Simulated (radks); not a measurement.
Fractional charge and spin in the 5p shell of thulium: the spin-up occupation runs from 2 to 3 and the spin-down occupation from 2 to 3; the fullest corner is Tm+, [Kr] 4d10 4f(up 6.5, down 6.5) 5s2 6s(up 0.5, down 0.5) 5p(up 3, down 3). Calculated with a radial shooting solver on a logarithmic mesh with Libxc functionals: scalar-relativistic Kohn-Sham, r2SCAN, spin-polarised, spherical densities, finite nucleus; meta-GGA in the generalised Kohn-Sham scheme; Fermi nuclear charge, rms radius of each element as measured or else 0.836 A^(1/3) + 0.57 fm. Energy (eV) minus the two flat planes that join the four corners (they meet along the diagonal where the two added fractions sum to one electron); zero is where a piecewise linear energy would lie.

\begin{tabular}{lrrrrr}
down \ up & 2 & 2.25 & 2.5 & 2.75 & 3 \\ \hline
2 & 0.000 & -1.215 & -1.615 & -1.207 & 0.000 \\
2.25 & -1.215 & -1.519 & -1.022 & 0.268 & -1.120 \\
2.5 & -1.615 & -1.022 & 0.357 & -0.948 & -1.485 \\
2.75 & -1.207 & 0.268 & -0.948 & -1.402 & -1.107 \\
3 & 0.000 & -1.120 & -1.485 & -1.107 & 0.000 \\
\end{tabular}

Corners above the fullest one (they belong to Tm2+ and the next ion): (up 3, down 2) 40.436 eV, (up 2, down 3) 40.436 eV, (up 2, down 2) 94.722 eV. With half an added electron in each spin the energy lies 0.357 eV from the planes, and with half an added electron in spin up alone -1.615 eV. The planes are only a guide here: the flat-plane condition holds for ground states with one frontier orbital, while this shell lies below other occupied shells, so the corners above the fullest one are inner-hole states and not the ground states of those ions.
